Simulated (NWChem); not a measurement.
System: C₂H₄FNSi; SMILES N#C[C@@H](F)[SiH3]

Input file for NWChem:

```
start job
memory heap 200 mb stack 900 mb global 1100 mb
geometry units angstroms
  N      2.164916     1.008312    -0.068985
  C      1.255660     0.330209    -0.216648
  C      0.074175    -0.466579    -0.389380
  F      0.102201    -1.567226     0.455097
  Si    -1.520083     0.563854     0.025084
  H      0.055054    -0.861925    -1.412232
  H     -1.394790     0.998967     1.410908
  H     -2.626596    -0.368350    -0.170869
  H     -1.534928     1.673318    -0.924624
end
basis spherical
  * library def2-svp
end
dft
  xc pbe0
  iterations 150
end
driver
  maxiter 120
end
task dft optimize
task dft freq
```

The level has its own optimisation; frequencies are unscaled.

### Question
Predict the main results of this run. (PBE0/def2-SVP.) Quantities: r C–N (Å); r C–C (Å); r C–F (Å); r C–Si (Å); highest harmonic frequency (cm⁻¹); lowest (cm⁻¹); zero-point energy (kcal/mol); dipole (D).

### Answer
```
Quantity                           Result
---------------------------------  ------
r C–N (Å)                           1.158
r C–C (Å)                           1.459
r C–F (Å)                           1.378
r C–Si (Å)                          1.928
highest harmonic frequency (cm⁻¹)    3073
lowest (cm⁻¹)                         132
zero-point energy (kcal/mol)         33.5
dipole (D)                           3.38
```
